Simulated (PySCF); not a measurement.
Cl3HSZr, SMILES [SH][Zr]([Cl])([Cl])[Cl], multiplicity 1. Atoms are numbered in the order given.

```xyz
6

Zr    -0.0512    -0.0066     0.0000
Cl    -0.4655     1.3007    -1.9002
Cl    -0.4655     1.3007     1.9002
Cl    -1.2590    -2.0049     0.0000
S      2.2874    -0.6575     0.0000
H      2.6801     0.6435     0.0000
```
Charge 0, spin multiplicity 1.

Coordinates come from a B3LYP-D3(BJ)/def2-SVP optimisation. The spin state was assumed, not searched. The structure was generated by enumeration; whether it is a known compound was not checked. The def2 effective core potentials stand for the cores of Zr; spin–orbit coupling is left out. The values are those of a single conformer.

These are PBE/def2-TZVP in PySCF values and carry that method's errors.

ESP charges are fitted to the potential on shells at 1.4 to 2.0 van der Waals radii. Atomic charges (e):

```tsv
atom	Löwdin	ESP fit	Mulliken
Zr1	-0.59	0.50	1.13
Cl2	0.13	-0.16	-0.31
Cl3	0.13	-0.16	-0.31
Cl4	0.15	-0.10	-0.30
S5	0.10	-0.26	-0.39
H6	0.09	0.18	0.18
```
